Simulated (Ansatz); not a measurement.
Molecule: MoH$_{6}$, charge -1, multiplicity 2. The spin state was set by rule; other spins were not relaxed. SMILES: [MoH6-]
Geometry from a B3LYP-D3(BJ)/def2-TZVP (Ansatz, an electronic-structure program) optimisation:
```
Mo
H 1 1.7015
H 1 1.7015 2 67.58
H 1 1.7078 2 121.34 3 39.14
H 1 1.7078 2 65.54 3 143.68
H 1 1.7422 2 77.70 5 134.71
H 1 1.7887 2 139.10 5 -3.10
```
Charge -1, spin multiplicity 2.

Give the harmonic wavenumbers at B3LYP-D3(BJ)/def2-TZVP (Ansatz, finite differences of forces, unscaled).

315, 341, 496, 590, 715, 717, 747, 948, 994, 1575, 1715, 1773, 1809, 1822, 1880 cm⁻¹. Zero-point energy 23.5 kcal/mol.

From these and the geometry, give the ideal-gas thermochemistry at 298.15 K and 1 atm (rigid rotor, harmonic oscillator).

Point group Cs, rotational symmetry number 1. Rotational constants 52.67, 42.04, 35.27 GHz. S(trans) 39.78, S(rot) 18.96, S(vib) 4.74, S(elec, spin only) 1.38, S 64.9 cal/(mol K). H(298) - H(0) 3.35 kcal/mol; G - E(el) 7.5 kcal/mol.
